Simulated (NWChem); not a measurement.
System: C3H6O2; SMILES O[C@@H]1C[C@H]1O

```xyz
11

O     -0.4278    -1.8570     0.1026
C     -0.1040    -0.6067    -0.4392
C      1.2151    -0.0229    -0.0147
C     -0.0866     0.6066     0.4423
O     -0.5246     1.8048    -0.1373
H     -1.3927    -1.8928     0.2026
H     -0.4064    -0.4377    -1.4742
H      1.7889    -0.5834     0.7179
H      1.7968     0.5013    -0.7681
H     -0.3666     0.4513     1.4864
H      0.0523     2.5163     0.1828
```
Atoms are numbered in this order, from 1.

All runs: NWChem. Structure relaxed at the B3LYP/6-31G* (spherical d) level. Total energies of different functionals are on different scales.

```json
[
 {"level": "PBE/def2-TZVP", "energy (Ha)": "-268.1216", "highest occupied level (eV)": "-5.90", "orbital gap (eV)": "6.19", "dipole (D)": "1.18"},
 {"level": "B3LYP/def2-TZVP", "energy (Ha)": "-268.4376", "highest occupied level (eV)": "?", "orbital gap (eV)": "?", "dipole (D)": "1.22"},
 {"level": "CAM-B3LYP/def2-TZVP", "energy (Ha)": "-268.3208", "highest occupied level (eV)": "-8.84", "orbital gap (eV)": "10.79", "dipole (D)": "1.25"},
 {"level": "TPSSh/def2-TZVP", "energy (Ha)": "-268.4407", "highest occupied level (eV)": "-6.56", "orbital gap (eV)": "7.44", "dipole (D)": "1.20"},
 {"level": "PW6B95/def2-TZVP", "energy (Ha)": "-268.7510", "highest occupied level (eV)": "-7.52", "orbital gap (eV)": "8.64", "dipole (D)": "1.22"}
]
```

Some entries are withheld; supply them.


- B3LYP/def2-TZVP, highest occupied level (eV): -7.17
- B3LYP/def2-TZVP, orbital gap (eV): 7.96
